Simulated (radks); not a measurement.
Results of a calculation; reference values are marked as such.
Q: The erbium ion Er41+, 27 electrons, occupied as [Ar] 3d9. Code: a radial shooting solver on a logarithmic mesh with Libxc functionals. Model: Dirac Kohn-Sham, PBE, spin-unpolarised, spherical densities, point nucleus; open shells are shared between the two j in proportion to 2j + 1. Some entries of the table are withheld. Estimate them.

| orbital | occ. | eigenvalue (eV) | r(max) (bohr) |
|---|---|---|---|
| 1s1/2 | 2 | -59303.40 | 0.01285 |
| 2s1/2 | 2 | -11568.47 | 0.07330 |
| 2p1/2 | 2 | (1) | (2) |
| 2p3/2 | 4 | (3) | (4) |
| 3s1/2 | 2 | -3972.000 | 0.2046 |
| 3p1/2 | 2 | -3781.326 | 0.1919 |
| 3p3/2 | 4 | -3575.566 | 0.2042 |
| 3d3/2 | 3.6 | -3260.560 | 0.1602 |
| 3d5/2 | 5.4 | -3214.460 | 0.1636 |

A: 
(1) 2p1/2 eigenvalue (eV): -11121.84
(2) 2p1/2 r(max) (bohr): 0.05503
(3) 2p3/2 eigenvalue (eV): -10199.12
(4) 2p3/2 r(max) (bohr): 0.06122
